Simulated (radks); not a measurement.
The numbers below are computed, except where a source is named.
Orbital eigenvalues (eV) of the cadmium ion Cd35+, [Ne] 3s2 3p1, at several levels of relativity; Dirac values are averaged over j with weights 2j + 1. Spin-unpolarised spherical Kohn-Sham, PBE, point nucleus unless stated (finite: rms radius 4.6087 fm), a radial shooting solver on a logarithmic mesh with Libxc functionals. A level marked "c x" has the speed of light scaled by that factor and shares open shells by 2j + 1; other Dirac levels either fill j = l - 1/2 first or share by 2j + 1.

1s: non-rel. -27681; scalar-rel. -28575; Dirac, 2j+1 shares -28561; Dirac, c x 1.5 -28059; change of magnitude, last against first (%) +1.36
2s: non-rel. -5653.9; scalar-rel. -5885.1; Dirac, 2j+1 shares -5882.7; Dirac, c x 1.5 -5751.7; change of magnitude, last against first (%) +1.73
2p: non-rel. -5427.3; scalar-rel. -5501.9; Dirac, 2j+1 shares -5504.1; Dirac, c x 1.5 -5460.4; change of magnitude, last against first (%) +0.61
3s: non-rel. -2254.9; scalar-rel. -2323.3; Dirac, 2j+1 shares -2322.7; Dirac, c x 1.5 -2284.1; change of magnitude, last against first (%) +1.29
3p: non-rel. -2174.6; scalar-rel. -2202.8; Dirac, 2j+1 shares -2203.4; Dirac, c x 1.5 -2187.1; change of magnitude, last against first (%) +0.58
